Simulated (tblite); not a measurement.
Species: C5H5ClS (charge +1 and doublet state).
SMILES: `[CH+]1[CH][C@H](Cl)CC1=S`

Level: GFN2-xTB in tblite, geometry and Hessian alike; calculated harmonic values, unscaled, isolated species. This tight-binding method is rough: wavenumbers can miss measured ones by several per cent, in bad cases by 10 to 20. Open shells enter through the occupations alone, without spin polarisation, and single modes of such species can be off by tens of per cent.

Harmonic wavenumbers (cm⁻¹): 48.6, 158.4, 215.0, 311.2, 339.1, 453.0, 524.2, 637.5, 767.1, 817.0, 851.9, 882.8, 890.6, 951.4, 1026.3, 1072.0, 1074.2, 1115.0, 1141.3, 1158.9, 1201.9, 1217.6, 1297.9, 1375.4, 1538.7, 2912.4, 2964.5, 2984.0, 3115.3, 3141.3.

A = 4808, B = 964.7, C = 861.4 MHz; mass 131.980 u (most abundant isotopes); point group C1, symmetry number 1; spin multiplicity 2.

Task: Zero-point energy?

Result: ½Σν̃ = 18092 cm⁻¹ = 51.73 kcal/mol.

Task: Entropy at 500 K, 1 bar (ideal gas, RRHO, classical rotation)?

Result: Translation 43.14, rotation 30.32, vibration 27.93, spin (R ln 2) 1.38: S = 102.8 cal/(mol K).

Task: And Cp and H(500 K) − H(0)?

Result: Cp = 38.74 cal/(mol K), of which vibrations give 30.79 (their classical limit is 30 R = 59.6); H(500 K) − H(0) = 11.51 kcal/mol without the zero-point energy, 7.53 from vibrations.

Task: What must be added to the electronic energy to get the Gibbs energy at 500 K and 1 bar?

Result: ZPE + [H(500 K) − H(0)] − T·S = 51.73 + 11.51 − 51.38 = 11.86 kcal/mol.

Task: Which modes carry the vibrational entropy at 500 K?

Result: 48.6 cm⁻¹: 5.90; 158.4 cm⁻¹: 3.57; 215.0 cm⁻¹: 2.97; 311.2 cm⁻¹: 2.27; 339.1 cm⁻¹: 2.11; 453.0 cm⁻¹: 1.60 cal/(mol K); the other 24 give 9.51 together.

Hindered rotation and anharmonicity are outside this model. The structure is chiral; the term R ln 2 for an equal mix with its mirror image is left out.
